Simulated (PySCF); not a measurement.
## A small calculation by hand: chemical shift, span and skew from a shielding tensor

disilicic acid (H₆O₇Si₂), SMILES O[Si](O)(O)O[Si](O)(O)O. Atoms are numbered in the order given.

```xyz
15

O      2.8593     0.4533     0.3479
Si     1.4213    -0.3427     0.4374
O      1.3921    -1.4691    -0.7597
O      1.2589    -0.9260     1.9641
O      0.1292     0.6752     0.2210
Si    -1.3853     0.4744    -0.3659
O     -1.8166     1.8367    -1.1803
O     -1.2855    -0.8923    -1.3097
O     -2.5604     0.1612     0.7338
H      3.2555     0.4548    -0.5283
H      0.5013    -1.5915    -1.1301
H      2.0478    -1.3289     2.3370
H     -1.0889     2.3461    -1.5486
H     -2.1142    -1.3542    -1.4704
H     -2.9222     0.9184     1.2027
```
Charge 0, spin multiplicity 1.

The structure is a stationary point at PBE0-D3(BJ)/def2-SVP. The values are those of a single conformer.

GIAO shieldings from B3LYP/pcSseg-1 run with PySCF, non-relativistic, no solvent. The symmetric part of the tensor of Si2 has the principal values 390.2, 415.1, 435.7 ppm. The same nucleus in TMS has σ = 338.7 ppm at this level (PySCF, at its B3LYP-D3(BJ)/def2-TZVP geometry).

**Question.** Work out the isotropic shielding, the ²⁹Si shift against TMS, the span and the skew.

**Answer.** 
σ(iso) = (σ11 + σ22 + σ33)/3 = 413.7 ppm. δ = σ(ref) − σ(iso) = 338.7 − (413.7) = -75.0 ppm.
Span Ω = σ33 − σ11 = 45.5 ppm. Skew κ = 3(σ(iso) − σ22)/Ω = -0.09. Tumbling in solution averages the tensor to δ; in a static solid the shielding alone would spread this spin-1/2 line over Ω.
